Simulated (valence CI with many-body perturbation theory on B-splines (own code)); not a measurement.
The numbers below are computed, except where a source is named.
**Energy levels of Dy LXI**

Method: relativistic CI+MBPT: four valence electrons over a frozen Dirac-Fock core [He], a basis of 11 s, 11 p, 9 d, 7 f, 5 g, 2 h, 1 i functions for each j, with the one-electron correlation potential Σ1 (screened to all orders), the two-electron term Σ2, the three-electron term Σ3, Breit, model QED; selected single and double excitations, second order for the rest (own B-spline code, finite nucleus).

No measured spectrum was set against this ion. As an estimate, large intervals hold to a few tenths of a per cent, small ones and those within an open d or f shell to about a per cent. Among the levels kept, up to 290 cm⁻¹ of a level comes from second order outside the variational space, and about a tenth of that is noise between levels of different J, which matters for small intervals.

Levels 1 to 45 of 113, with energies above the lowest level, (2s^2 2p1/2^2) J=0. "Leading %" is the weight of the configuration and term that name the level; weights of strongly mixed levels are sums over their largest components and can fall short. In the jj column 3d3/2^4 stands for four electrons in 3d with j = 3/2.

```
No.  Configuration  Term  J  E (eV)  Leading %      g    Second component                Leading jj
  1        2s2 2p2    3P  0     0.0         69            31 % 2s2 2p2 1S      2s^2 2p1/2^2 (100 %)
  2        2s2 2p2    3P  1   832.6        100  1.475                      2s^2 2p1/2 2p3/2 (100 %)
  3        2s2 2p2    1D  2   850.3         65  1.146     35 % 2s2 2p2 3P  2s^2 2p1/2 2p3/2 (100 %)
  4         2s 2p3   3P°  2  1084.2         48  1.515     28 % 2s 2p3 5S°   2s 2p1/2^2 2p3/2 (99 %)
  5         2s 2p3   3D°  1  1160.6         32  1.107     29 % 2s 2p3 1P°  2s 2p1/2^2 2p3/2 (100 %)
  6        2s2 2p2    3P  2  1701.3         64  1.296     35 % 2s2 2p2 1D       2s^2 2p3/2^2 (99 %)
  7        2s2 2p2    1S  0  1754.8         68            31 % 2s2 2p2 3P       2s^2 2p3/2^2 (99 %)
  8         2s 2p3   5S°  2  1892.4         50  1.550     47 % 2s 2p3 3D°  2s 2p1/2 2p3/2^2 (100 %)
  9         2s 2p3   3D°  3  1933.9        100  1.302                      2s 2p1/2 2p3/2^2 (100 %)
 10         2s 2p3   3P°  0  1985.3        100                             2s 2p1/2 2p3/2^2 (100 %)
 11         2s 2p3   3S°  1  2005.0         51  1.300     43 % 2s 2p3 3D°  2s 2p1/2 2p3/2^2 (100 %)
 12         2s 2p3   1D°  2  2014.9         74  1.055     21 % 2s 2p3 3D°  2s 2p1/2 2p3/2^2 (100 %)
 13         2s 2p3   3P°  1  2018.5         61  1.311     32 % 2s 2p3 1P°  2s 2p1/2 2p3/2^2 (100 %)
 14            2p4    3P  2  2281.8         68  1.315         31 % 2p4 1D    2p1/2^2 2p3/2^2 (99 %)
 15            2p4    1S  0  2338.4         63                36 % 2p4 3P    2p1/2^2 2p3/2^2 (99 %)
 16         2s 2p3   3P°  2  2814.9         51  1.430     18 % 2s 2p3 5S°        2s 2p3/2^3 (100 %)
 17         2s 2p3   1P°  1  2889.0         37  1.169     24 % 2s 2p3 3S°        2s 2p3/2^3 (100 %)
 18            2p4    3P  1  3127.3        100  1.475                         2p1/2 2p3/2^3 (100 %)
 19            2p4    1D  2  3145.3         69  1.127         31 % 2p4 3P     2p1/2 2p3/2^3 (100 %)
 20            2p4    3P  0  4020.2         64                36 % 2p4 1S           2p3/2^4 (100 %)
 21      2s2 2p 3s   3P°  0  7968.8         99                                 2s^2 2p1/2 3s (99 %)
 22      2s2 2p 3s   3P°  1  7972.1         67  1.310  33 % 2s2 2p 3s 1P°     2s^2 2p1/2 3s (100 %)
 23      2s2 2p 3p    3D  1  8043.6         73  0.641   22 % 2s2 2p 3p 1P  2s^2 2p1/2 3p1/2 (100 %)
 24      2s2 2p 3p    3P  0  8083.7         68          32 % 2s2 2p 3p 1S   2s^2 2p1/2 3p1/2 (99 %)
 25      2s 2p2 3s    5P  1  8195.3         42  2.012   30 % 2s 2p2 3s 3S      2s 2p1/2^2 3s (97 %)
 26      2s 2p2 3s    3P  0  8229.5         69          30 % 2s 2p2 3s 1S      2s 2p1/2^2 3s (99 %)
 27      2s 2p2 3p   3P°  1  8278.0         33  1.359  22 % 2s 2p2 3p 5D°   2s 2p1/2^2 3p1/2 (98 %)
 28      2s 2p2 3p   3P°  0  8278.8         50         43 % 2s 2p2 3p 5D°   2s 2p1/2^2 3p1/2 (99 %)
 29      2s2 2p 3p    3D  2  8309.8         52  1.150   31 % 2s2 2p 3p 1D  2s^2 2p1/2 3p3/2 (100 %)
 30      2s2 2p 3p    3P  1  8311.9         47  1.511   29 % 2s2 2p 3p 3S   2s^2 2p1/2 3p3/2 (97 %)
 31      2s2 2p 3d   3F°  2  8367.2         75  0.747  20 % 2s2 2p 3d 1D°  2s^2 2p1/2 3d3/2 (100 %)
 32      2s2 2p 3d   3D°  1  8391.9         50  0.832  32 % 2s2 2p 3d 1P°   2s^2 2p1/2 3d3/2 (99 %)
 33      2s2 2p 3d   3P°  2  8447.1         47  1.282  35 % 2s2 2p 3d 3D°   2s^2 2p1/2 3d5/2 (98 %)
 34      2s2 2p 3d   3F°  3  8450.8         46  1.097  31 % 2s2 2p 3d 1F°  2s^2 2p1/2 3d5/2 (100 %)
 35      2s 2p2 3p   3P°  2  8539.8         35  1.508  20 % 2s 2p2 3p 5P°   2s 2p1/2^2 3p3/2 (98 %)
 36      2s 2p2 3p   3D°  1  8544.7         32  1.129  21 % 2s 2p2 3p 1P°   2s 2p1/2^2 3p3/2 (99 %)
 37      2s 2p2 3d    3D  1  8596.6         45  0.462   37 % 2s 2p2 3d 5F   2s 2p1/2^2 3d3/2 (99 %)
 38      2s 2p2 3d    3D  2  8602.2         30  1.126   18 % 2s 2p2 3d 5F   2s 2p1/2^2 3d3/2 (98 %)
 39      2s 2p2 3d    3D  3  8673.8         37  1.337   18 % 2s 2p2 3d 5D   2s 2p1/2^2 3d5/2 (99 %)
 40      2s 2p2 3d    3F  2  8690.2         29  1.023   22 % 2s 2p2 3d 1D   2s 2p1/2^2 3d5/2 (98 %)
 41      2s2 2p 3s   3P°  2  8837.8         98  1.475                          2s^2 2p3/2 3s (98 %)
 42      2s2 2p 3s   1P°  1  8845.6         66  1.132  32 % 2s2 2p 3s 3P°      2s^2 2p3/2 3s (98 %)
 43      2s2 2p 3p    3P  1  8927.7         50  1.455   27 % 2s2 2p 3p 3S   2s^2 2p3/2 3p1/2 (97 %)
 44      2s2 2p 3p    3D  2  8930.0         46  1.154   32 % 2s2 2p 3p 1D   2s^2 2p3/2 3p1/2 (97 %)
 45      2s 2p2 3s    5P  2  8998.6         84  1.730    8 % 2s 2p2 3s 3P  2s 2p1/2 2p3/2 3s (98 %)
```

The ionisation energy to 2s2 2p 2P°_1/2 of the next ion comes out as 14145 eV (NIST: 14144 ± 10 eV (theoretical)). All 113 levels together are meant to be complete up to 9546.5 eV.
